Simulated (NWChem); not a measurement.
CH₅ClFNSi; SMILES NC[Si@H](F)Cl

```xyz
10

N     -0.4523     2.6231    -0.0233
C     -0.9174     1.2516    -0.3166
Si     0.2242    -0.0766     0.3710
F      1.6885     0.1326    -0.2777
Cl    -0.4228    -1.9896    -0.1021
H     -0.3902     2.7774     0.9817
H      0.4811     2.7712    -0.4030
H     -1.0152     1.1407    -1.4035
H     -1.9307     1.1302     0.0862
H      0.3784     0.0099     1.8425
```
Atoms are numbered in this order, from 1.

Program: NWChem. Medium grid unless said otherwise, to which SCAN and Minnesota functionals are sensitive. The geometry was optimised at B3LYP/6-31G* (spherical d).

**Question.** Among these, which level gives the lowest value of “highest occupied level (eV)”?
A) Hartree-Fock/def2-SVP
B) LDA (Slater exchange, VWN5)/def2-SVP
C) B3LYP/def2-SVP
D) PBE/def2-SVP

**Answer.** A, Hartree-Fock/def2-SVP. Values: Hartree-Fock/def2-SVP -10.49; B3LYP/def2-SVP -6.58; LDA (Slater exchange, VWN5)/def2-SVP -5.46; PBE/def2-SVP -5.38
